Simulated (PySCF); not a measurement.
# C7H10O2Si: full NMR table

```
Formula                               : C7H10O2Si
SMILES                                : C=CO[SiH2]CC(=O)C#CC
Point group of the computed structure : C1
Degrees of unsaturation               : 4
Carbon signals                        : 7
Proton signals                        : 6
```

Bonds (- single, = double, # triple, : aromatic): C1=C2, C2-O3, O3-Si4, Si4-C5, C5-C6, C6=O7, C6-C8, C8#C9, C9-C10. C1 carries H11, H12; C2 carries H13; Si4 carries H14, H15; C5 carries H16, H17; C10 carries H18, H19, H20. H12 is cis to O3; H11 is trans to O3.

- PBE0/pcSseg-1 with gauge-including orbitals
- geometry from GFN2-xTB
- run in PySCF
- a single conformation, no solvent model, fast rotation and ring inversion assumed for equivalent nuclei, non-relativistic

Chemical shifts δ = σref − σ; ¹H and ¹³C and ²⁹Si against TMS; H2O for ¹⁷O, all at this level.

| carbon | δC, type | δH (multiplicity) | HMBC from (2–3 bonds) | span of the C tensor (ppm) |
| --- | --- | --- | --- | --- |
| C1 | 101.7, CH2 | H11 4.57 (m); H12 4.91 (m) | H13 | 182 |
| C2 | 151.9, CH | 6.54 (m) | H14/H15, H12, H11 | 183 |
| C5 | 43.1, CH2 | 2.96 (t) | H14/H15 | 89 |
| C6 | 186.3, C | – | H14/H15, H16/H17 | 201 |
| C8 | 86.1, C | – | H16/H17, H18/H19/H20 | 270 |
| C9 | 96.8, C | – | H18/H19/H20 | 204 |
| C10 | 5.0, CH3 | 2.17 (s) | – | 21 |

Other nuclei:
```csv
atoms,nucleus,environment,δ (ppm),σ (ppm)
H14/H15,¹H,"hydrogen on a silicon bonded to C, O",5.04,26.68
Si4,²⁹Si,"silicon bonded to C, O, 2 H",-17.2,366.3
O7,¹⁷O,ketone oxygen,683.7,-347.6
O3,¹⁷O,"oxygen bonded to C, Si",106.5,229.6
```

1. Carbon types of the structure: 3 × C, 1 × CH, 2 × CH2, 1 × CH3, leaving 2 H on heteroatoms.
2. δC 186.3: carbonyl carbon of an ynone.
3. δC 151.9: alkene carbon bearing oxygen; an sp2 carbon further deshielded by the attached heteroatom.
4. δC 101.7: β carbon of an enol-ether or enamine type C=C; the O or N lone pair pushes π density onto this β carbon and shields it.
5. δC 96.8, 86.1: alkyne carbon; the triple bond shields along its axis, which puts it between sp3 and sp2 carbons.
6. δH 4.91, 4.57: hydrogen on a β carbon of an enol-ether or enamine type C=C; lone-pair donation from O or N shields it, upfield of ordinary alkene protons.

Shifts are as computed. Against solution values, carbons near 30 ppm lie about +3 ppm off and those near 130 ppm about +5 ppm. Of 1211 compounds with measured shifts, 218 miss one by over three times the rms of a fit or turn the order of signals round; such compounds aren't used in these exercises. Unscaled 17O shifts of doubly bonded oxygen tend to come out too high, by tens of ppm or more. Experimental scales use liquid or dissolved standards, which lie at an offset from isolated H2O (liquid H2O: subtract about 36 ppm). Multiplicities follow the n + 1 count of equivalent neighbours, as no J values were calculated; m marks all less simple cases, F and P coupling included.
